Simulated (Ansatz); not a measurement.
Energy range of the profile of scans of the kind 'symmetric bend, bond length relaxed', at RKS-PBE and at FCI.

Values in kJ/mol, from Ansatz (a program for electronic structure). Where two bases are given, the first is that of RKS-PBE. Full CI is exact in its basis, with frozen cores. Scans on which RKS-PBE failed or broke off at a jump of its own curve are missing, so the means are lower bounds.

```
system                     basis  RKS-PBE    FCI  RKS-PBE − FCI
-------------------  -----------  -------  -----  -------------
H3 cation singlet    aug-cc-pVQZ    159.5  170.6          -11.1
H2B cation singlet       cc-pVDZ    429.2  448.0          -18.8
H2Cl cation singlet      cc-pVDZ    223.6  244.8          -21.2
H3 cation singlet        cc-pVDZ    157.6  166.0           -8.3
H3 cation singlet    aug-cc-pVTZ    159.4  169.7          -10.3
H2Be singlet            def2-SVP    346.7  375.2          -28.5
H2Mg singlet         aug-cc-pVTZ    287.4  290.1           -2.7
H2Se singlet             cc-pVDZ    309.1  327.9          -18.8
H2Mg singlet         aug-cc-pVDZ    288.1  293.5           -5.4
H2Ge singlet             cc-pVDZ    236.6  229.4            7.2
H2Mg singlet           def2-TZVP    287.7  293.0           -5.2
H2Be singlet         aug-cc-pVTZ    347.9  368.0          -20.1
```

The mean error against full CI is -11.9 kJ/mol (median -10.7) and the mean absolute one 13.1 kJ/mol (median 10.7); RKS-PBE lies above in 1 and below in 11 of 12 cases. It is closest for H2Mg singlet (-2.7), H2Mg singlet (-5.2), H2Mg singlet (-5.4) and furthest off for H2Be singlet (-28.5), H2Cl cation singlet (-21.2), H2Be singlet (-20.1).
